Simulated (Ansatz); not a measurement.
Reaction (SMILES): F[C]F (closed-shell singlet) → C atom + 2 F atom
B3LYP-D3(BJ)/def2-TZVP geometries, fixed; electronic energies without zero-point terms.
Largest species:
```
C
F 1 1.3036
F 1 1.3036 2 104.75
```

Basis-set convergence of the atomisation energy at MP2 with Ansatz (a program for electronic structure). Cartesian d functions, on some or all atoms, in 6-31+G*; all else is spherical. Cores are frozen. A restricted Hartree-Fock determinant is unstable towards unrestricted orbitals. Open shells are unrestricted. No added dispersion term, no relativity. Functions are those of the species that has most. Reference: Hartree-Fock in aug-cc-pVQZ plus the correlation part extrapolated as X^-3 from aug-cc-pVTZ and aug-cc-pVQZ, 272.71 kcal/mol, itself unsure by roughly 1.06 kcal/mol (a third of the extrapolation step and of the last Hartree-Fock step). Deviations are taken from unrounded values.

```
basis        functions  atomisation energy (kcal/mol)  minus reference (kcal/mol)
-----------  ---------  -----------------------------  --------------------------
STO-3G              15                         193.23                      -79.48
3-21G               27                         210.23                      -62.47
6-31G               27                         194.02                      -78.68
pcseg-0             27                         203.30                      -69.40
cc-pVDZ             42                         242.92                      -29.79
6-311G**            54                         248.05                      -24.66
6-31+G*             57                         250.10                      -22.61
aug-cc-pVDZ         69                         249.28                      -23.43
aug-pcseg-1         69                         256.51                      -16.20
cc-pVTZ             90                         263.26                       -9.44
pcseg-2             90                         264.49                       -8.21
def2-TZVPP          93                         263.39                       -9.31
def2-TZVPPD        117                         263.92                       -8.79
aug-cc-pVTZ        138                         265.66                       -7.05
def2-QZVPP         171                         268.39                       -4.32
pcseg-3            180                         269.91                       -2.80
def2-QZVPPD        195                         268.65                       -4.06
cc-pV5Z            273                         270.53                       -2.18
```
